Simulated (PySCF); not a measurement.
Method: PBE-D3(BJ)/def2-TZVP // r2SCAN-D4/def2-TZVP (PySCF 2.14.0). Gas-phase values, no solvent. One relaxed conformer stands for a flexible species; it need not be the lowest. Excitations are Tamm–Dancoff values on a coarser integration grid. The basis has no diffuse functions, so Rydberg states are missing or too high.

Reference species (SMILES): `[SH][GeH]([SH])[SH]` (neutral, multiplicity 1).

| Property | Value |
|---|---|
| S1 oscillator strength | 0.013 |
| T1 excitation (TDA) | 4.13 eV |
| HOMO–LUMO gap | 4.31 eV |
| S1 excitation (TDA) | 4.48 eV |

Changed species: `[GeH3][SH]` (3 of 4 SH replaced by H; the reference has 1 of 4 SH replaced by H).

**Question.** What does the change do to the S1 oscillator strength, T1 excitation (TDA), HOMO–LUMO gap and S1 excitation (TDA)?

**Answer.** the S1 oscillator strength stays essentially unchanged; the T1 excitation (TDA) goes up by 0.76 eV, to 4.89 eV; the HOMO–LUMO gap rises by 0.86 eV, to 5.17 eV; the S1 excitation (TDA) increases by 0.90 eV, to 5.38 eV.
